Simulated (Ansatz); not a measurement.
Ansatz (a quantum-chemistry and plane-wave program) input file for CH7NSi2, SMILES C1N[SiH2][SiH2]1, PBE-D3(BJ)/def2-SVP. 

Ansatz 0.2 input:
```yaml
crystal:
  periodic: [false, false, false]
  atoms:
    - {symbol: C, position_ang: [-1.24771225, -0.76470548, 0.00000000]}
    - {symbol: N, position_ang: [-1.13609940, 0.70230216, -0.00000000]}
    - {symbol: Si, position_ang: [0.54161797, 1.18980621, -0.00000000]}
    - {symbol: Si, position_ang: [0.65038689, -1.15011954, 0.00000000]}
    - {symbol: H, position_ang: [-1.76709936, -1.16589985, -0.89144386]}
    - {symbol: H, position_ang: [-1.76709936, -1.16589985, 0.89144384]}
    - {symbol: H, position_ang: [-1.98857592, 1.25416767, 0.00000000]}
    - {symbol: H, position_ang: [1.00026946, 1.96747954, 1.19605975]}
    - {symbol: H, position_ang: [1.00026946, 1.96747954, -1.19605974]}
    - {symbol: H, position_ang: [1.13656848, -1.87041136, 1.21303304]}
    - {symbol: H, position_ang: [1.13656849, -1.87041135, -1.21303305]}
basis:
  gaussian:
    orbitals: def2-SVP
hamiltonian:
  xc: pbe
  dispersion: d3bj
relax: {f_tol: 0.002, max_steps: 200}
```

Output:

```
WARN ansatz: RAYON_NUM_THREADS=1 ignored (pool sized by the plan → 1); use --threads N
Functional definition: PBE
integrals: 0.04 GiB planned
1128 factors; their error is unknown
mean field: 0.26 GiB planned
mean field evaluation 1: about -18368.1500 eV, gradient 6.2e1 eV
mean field evaluation 2: about -18316.0262 eV, gradient 1.4e2 eV
mean field evaluation 4: about -18377.0064 eV, gradient 1.3e1 eV
mean field evaluation 8: about -18377.3695 eV, gradient 1.6e-1 eV
mean field evaluation 16: about -18377.2782 eV, gradient 2.0e-4 eV
mean field -18377.27823981 eV, -675.3525187463 hartree, gradient 5.2e-5 eV, S^2 0.000000; 0 other end points of the search recorded, 0 dependent functions left out
the calculation of the forces begins
reference -18377.27827814 eV, -675.3525201552 hartree; 24, 24 occupied and 75, 75 virtual orbitals, 1128 factors
relax step   1: F+E_penalty+E_count = -18377.53346606 eV  Δ(F+E_penalty+E_count) = +0.000e0 eV  max|allowed force component| = 2.721e-1 eV/Å  Δτ_max = 0.0000 Å  (29 SCF iters, accepted)
these checks for a lower state are left out or cut short: starts, cluster_reference, orbital_swaps, neighbouring_geometries, increment
integrals: 0.04 GiB planned
1128 factors; their error is unknown
mean field: 0.26 GiB planned
mean field -18377.28957501 eV, -675.3529353074 hartree, gradient 1.9e-5 eV, S^2 0.000000; 0 other end points of the search recorded, 0 dependent functions left out
the calculation of the forces begins
reference -18377.28961343 eV, -675.3529367193 hartree; 24, 24 occupied and 75, 75 virtual orbitals, 1128 factors
relax step   2: F+E_penalty+E_count = -18377.54415994 eV  Δ(F+E_penalty+E_count) = -1.069e-2 eV  max|allowed force component| = 1.060e-1 eV/Å  Δτ_max = 0.0132 Å  (30 SCF iters, accepted)
these checks for a lower state are left out or cut short: starts, cluster_reference, orbital_swaps, neighbouring_geometries, increment
integrals: 0.04 GiB planned
1128 factors; their error is unknown
mean field: 0.26 GiB planned
mean field evaluation 32: about -18377.2910 eV, gradient 2.0e-3 eV
mean field -18377.29104541 eV, -675.3529893436 hartree, gradient 2.0e-5 eV, S^2 0.000000; 0 other end points of the search recorded, 0 dependent functions left out
the calculation of the forces begins
reference -18377.29108386 eV, -675.3529907566 hartree; 24, 24 occupied and 75, 75 virtual orbitals, 1128 factors
relax step   3: F+E_penalty+E_count = -18377.54530472 eV  Δ(F+E_penalty+E_count) = -1.145e-3 eV  max|allowed force component| = 3.409e-2 eV/Å  Δτ_max = 0.0058 Å  (30 SCF iters, accepted)
these checks for a lower state are left out or cut short: starts, cluster_reference, orbital_swaps, neighbouring_geometries, increment
integrals: 0.04 GiB planned
1128 factors; their error is unknown
mean field: 0.26 GiB planned
mean field -18377.29107404 eV, -675.3529903959 hartree, gradient 9.0e-5 eV, S^2 0.000000; 0 other end points of the search recorded, 0 dependent functions left out
the calculation of the forces begins
reference -18377.29111249 eV, -675.3529918086 hartree; 24, 24 occupied and 75, 75 virtual orbitals, 1128 factors
relax step   4: F+E_penalty+E_count = -18377.54534135 eV  Δ(F+E_penalty+E_count) = -3.663e-5 eV  max|allowed force component| = 1.514e-2 eV/Å  Δτ_max = 0.0017 Å  (20 SCF iters, accepted)
these checks for a lower state are left out or cut short: starts, cluster_reference, orbital_swaps, neighbouring_geometries, increment
integrals: 0.04 GiB planned
1128 factors; their error is unknown
mean field: 0.26 GiB planned
mean field -18377.29107261 eV, -675.3529903432 hartree, gradient 1.1e-5 eV, S^2 0.000000; 0 other end points of the search recorded, 0 dependent functions left out
the calculation of the forces begins
reference -18377.29111105 eV, -675.3529917559 hartree; 24, 24 occupied and 75, 75 virtual orbitals, 1128 factors
relax step   5: F+E_penalty+E_count = -18377.54534288 eV  Δ(F+E_penalty+E_count) = -1.522e-6 eV  max|allowed force component| = 1.067e-2 eV/Å  Δτ_max = 0.0015 Å  (22 SCF iters, accepted)
these checks for a lower state are left out or cut short: starts, cluster_reference, orbital_swaps, neighbouring_geometries, increment
integrals: 0.04 GiB planned
1128 factors; their error is unknown
mean field: 0.26 GiB planned
mean field -18377.29108075 eV, -675.3529906424 hartree, gradient 6.3e-5 eV, S^2 0.000000; 0 other end points of the search recorded, 0 dependent functions left out
the calculation of the forces begins
reference -18377.29111919 eV, -675.3529920550 hartree; 24, 24 occupied and 75, 75 virtual orbitals, 1128 factors
relax step   6: F+E_penalty+E_count = -18377.54534969 eV  Δ(F+E_penalty+E_count) = -6.817e-6 eV  max|allowed force component| = 8.118e-4 eV/Å  Δτ_max = 0.0008 Å  (19 SCF iters, accepted)
integrals: 0.04 GiB planned
1128 factors; their error is unknown
mean field: 0.26 GiB planned
mean field evaluation 64: about -18377.2909 eV, gradient 2.6e-1 eV
mean field -18377.29108075 eV, -675.3529906424 hartree, gradient 6.3e-5 eV, S^2 0.000000; 1 other end points of the search recorded, 0 dependent functions left out
the calculation of the forces begins
reference -18377.29111919 eV, -675.3529920550 hartree; 24, 24 occupied and 75, 75 virtual orbitals, 1128 factors
Total energy: -18377.54538813 eV, -675.3623362662 hartree
Atom 0 at    -1.254018    -0.763911     0.000000 Å, force     0.000108     0.000455     0.000000 eV/Å
Atom 1 at    -1.141560     0.701908    -0.000000 Å, force     0.000679     0.000383     0.000000 eV/Å
Atom 2 at     0.545303     1.191933     0.000000 Å, force    -0.000015     0.000473     0.000000 eV/Å
Atom 3 at     0.649715    -1.150624    -0.000000 Å, force     0.000015    -0.000812    -0.000000 eV/Å
Atom 4 at    -1.773141    -1.174921    -0.898071 Å, force    -0.000059    -0.000003    -0.000003 eV/Å
Atom 5 at    -1.773141    -1.174921     0.898071 Å, force    -0.000059    -0.000003     0.000003 eV/Å
Atom 6 at    -1.998466     1.260893    -0.000000 Å, force    -0.000267    -0.000054    -0.000000 eV/Å
Atom 7 at     1.010180     1.977798     1.206704 Å, force    -0.000328    -0.000162     0.000240 eV/Å
Atom 8 at     1.010180     1.977798    -1.206704 Å, force    -0.000328    -0.000162    -0.000240 eV/Å
Atom 9 at     1.142021    -1.876083     1.223762 Å, force     0.000126    -0.000057    -0.000041 eV/Å
Atom 10 at     1.142021    -1.876083    -1.223762 Å, force     0.000126    -0.000057     0.000041 eV/Å
Dipole moment:    -0.212118    -0.020761     0.000000 e Å
```

Self-consistency was reached.
